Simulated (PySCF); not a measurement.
## Bonding in (FAlO)3 ring

(FAlO)3 ring, Al₃F₃O₃.
Z-matrix (Å and degrees, PBE0-D3(BJ)/def2-SVP geometry), rows numbered from 1:
```
Al
F   1  1.6492
O   1  1.7019  2  122.48
Al  3  1.7016  1  124.74  2  -177.72
F   4  1.6493  3  122.45  1   177.88
O   4  1.7012  3  115.16  1    -1.47
Al  6  1.7012  4  124.80  3     1.39
F   7  1.6492  6  122.42  4   177.83
O   7  1.7018  6  115.36  4    -1.38
```

Bond orders from the PBE0/pcSseg-1 (pcSseg-2 on Al) density (PySCF). Isolated species at its PBE0-D3(BJ)/def2-SVP geometry (one conformer only).

Question: Give the Mayer order of every bond, beside its length.

Answer: 
```csv
bond,length (Å),Mayer order
Al1–F2,1.649,0.976
Al1–O3,1.702,0.981
Al1–O9,1.702,0.981
O3–Al4,1.702,0.981
Al4–F5,1.649,0.976
Al4–O6,1.701,0.981
O6–Al7,1.701,0.981
Al7–F8,1.649,0.976
Al7–O9,1.702,0.981
```

Question: Sum the orders of all bonds at each heavy atom with more than one neighbour.

Answer: Al1 2.938, O3 1.962, Al4 2.938, O6 1.962, Al7 2.938, O9 1.962. Orders between atoms that aren't bonded are not in these sums.

For a closed shell the Mayer order of atoms A and B is Σ (PS)μν (PS)νμ over the basis functions μ on A and ν on B, with P the density and S the overlap matrix.
